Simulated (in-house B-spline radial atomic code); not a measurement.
How numerical settings move a run on neutral silicon, [Ne] 3s2 3p2. Computed with a B-spline radial code for spherical atoms: non-relativistic AM05, spin-polarised, spherical fractional occupations, point nucleus.

Command:
```bash
python run_scf.py task.json out
```
Settings of the sound reference run:
```
Z                14
electrons        14
configuration    [Ne] 3s2 3p2
hamiltonian      nr
method           am05
spin_polarised   True
knot_spacing     0.22
spline_order     8
gauss_points     12
box_radius       50
max_iterations   70
damping          0.5
damped_steps     3
diis_vectors     10
tolerance        1e-08
start            Thomas-Fermi
```

Run time, properties included: 0.2 s on 1 thread of Intel(R) Xeon(R) Platinum 8375C CPU @ 2.90GHz, on a shared host.

It converges in 10 iterations to -288.334036 hartree, with 3p up at -4.55882 eV. The other runs change the listed settings, some to values that make no sense; their results aren't properties of the atom or ion. Radii are in bohr (the nuclear one in fm), a minus after a letter asks for a j subshell, and «unchanged» means within 1e-8 hartree. The run stops when the residual is below 10 × tolerance × max(1, Z/10), or a noise floor if that is larger, and the energy moves by less than 1e-8 × √|E| hartree; so very loose and very tight tolerances often act alike.

```tsv
changed settings	outcome
spline_order = 6, box_radius = 2, max_iterations = 50, tolerance = 0.01	converged in 7 iterations, energy +7.12e+00 hartree from the reference, 3p up level +7.0e+01 eV (the program warns: 3p up has a positive eigenvalue: unbound, held by the box; 3s up has a positive eigenvalue: unbound, held by the box)
diis_vectors = 2	converged in 14 iterations, energy unchanged, 3p up level -4.6e-06 eV
damping = 0.8	converged in 10 iterations, energy unchanged, 3p up level -4.4e-06 eV
diis_vectors = 20	converged in 10 iterations, energy unchanged
diis_vectors = 4	converged in 10 iterations, energy unchanged, 3p up level +2.1e-06 eV
electrons = 19, configuration = [Ne] 3s2 3p7, max_iterations = 60	stopped with error: shell 3p holds at most 3 electrons (per spin)
box_radius = 2, max_iterations = 2, diis_vectors = 2	not converged after 2 iterations, last residual 1.1e-02, last energy +7.12e+00 hartree from the reference
knot_spacing = 1, spline_order = 4, gauss_points = 16, first_knot = 0.0214, max_iterations = 50	converged in 9 iterations, energy +2.39e+00 hartree from the reference, 3p up level -3.4e-01 eV
damped_steps = 1	converged in 9 iterations, energy unchanged, 3p up level +1.2e-06 eV
diis_vectors = 1	converged in 31 iterations, energy unchanged, 3p up level -3.4e-06 eV
knot_spacing = 0.75, gauss_points = 16, max_iterations = 3	not converged after 3 iterations, last residual 4.0e-02, last energy +1.31e-01 hartree from the reference
damped_steps = 0	converged in 9 iterations, energy unchanged
```

(1) What happens with damping = 0?

(2) What happens with damped_steps = 30?

(3) What happens with damped_steps = 8?

(4) What happens with electrons = 17, configuration = [Ne] 3s2 3p2 4s3, max_iterations = 50?

Answers

(1) Converged in 11 iterations, energy unchanged.

(2) Converged in 22 iterations, energy unchanged, 3p up level +3.6e-07 eV.

(3) Converged in 13 iterations, energy unchanged, 3p up level +2.7e-06 eV.

(4) Stopped with error: shell 4s holds at most 1 electrons (per spin).
